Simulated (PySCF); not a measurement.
## SiI⁻: input and log

State: ³Σ⁻ (triplet), unpaired electrons π ↑↑.

An equivalent input (the run itself took its basis sets from the Basis Set Exchange, started from a PBE0 density and held the occupation σ 9α 9β, πx 5α 4β, πy 5α 4β, δx 1α 1β, δy 1α 1β):

```python
from pyscf import gto, dft
mol = gto.M(atom='Si 0 0 0; I 0 0 2.688', basis={'Si': 'def2-SVPD', 'I': 'def2-SVPD'}, ecp={'I': 'def2-SVPD'},
            charge=-1, spin=2, verbose=4, symmetry='C2v')
mf = dft.UKS(mol, xc='R2SCAN')
mf.grids.atom_grid = (80, 434)
mf.grids.prune = dft.gen_grid.treutler_prune
mf.irrep_nelec = {'A1': (10, 10), 'A2': (1, 1), 'B1': (5, 4), 'B2': (5, 4)}
mf.conv_tol = 1e-9
mf.max_cycle = 60
mf.diis_space = 10
mf.kernel()
```

The log (some set-up lines and the per-cycle HOMO/LUMO lines removed):

```
******** <class 'pyscf.dft.uks_symm.SymAdaptedUKS'> ********
method = SymAdaptedUKS
damping factor = 0
level_shift factor = 0
DIIS = <class 'pyscf.scf.diis.CDIIS'>
diis_start_cycle = 1
diis_space = 10
diis_damp = 0
SCF conv_tol = 1e-09
SCF conv_tol_grad = None
SCF max_cycles = 60
number electrons alpha = 21  beta = 19
Set gradient conv threshold to 3.16228e-05
init E= -587.214181672468
cycle= 1 E= -587.214727110905  delta_E= -0.000545  |g|= 0.00597  |ddm|= 0.0928
cycle= 2 E= -587.214731752572  delta_E= -4.64e-06  |g|= 0.00605  |ddm|= 0.0211
cycle= 3 E= -587.214761510842  delta_E= -2.98e-05  |g|= 0.00198  |ddm|= 0.0141
cycle= 4 E= -587.214766623667  delta_E= -5.11e-06  |g|= 0.000762  |ddm|= 0.00533
cycle= 5 E= -587.214767618884  delta_E= -9.95e-07  |g|= 0.00039  |ddm|= 0.00272
cycle= 6 E= -587.214767841433  delta_E= -2.23e-07  |g|= 5.08e-05  |ddm|= 0.00137
cycle= 7 E= -587.214767845029  delta_E= -3.6e-09  |g|= 1.29e-05  |ddm|= 0.0002
cycle= 8 E= -587.214767845323  delta_E= -2.94e-10  |g|= 2.58e-06  |ddm|= 8.48e-05
Extra cycle  E= -587.214767845313  delta_E= 9.09e-12  |g|= 4.15e-06  |ddm|= 2.28e-05
converged SCF energy = -587.214767845313  <S^2> = 2.0142731  2S+1 = 3.0095003
```

Repeating this along the bond gives Re = 2.681 Å and ωe = 236 cm⁻¹.

A point of this curve took 1.3 CPU seconds beside 0.2 for the integrals, on Intel Xeon Platinum 8488C (shared host).

Spin–orbit coupling is left out. The highest Kohn–Sham level is positive in this anion. Much of that is self-interaction error, but it also means that the finite basis helps to hold the extra electron. The state is the lowest determinant that a PBE0 search found; another state may lie lower at other levels.
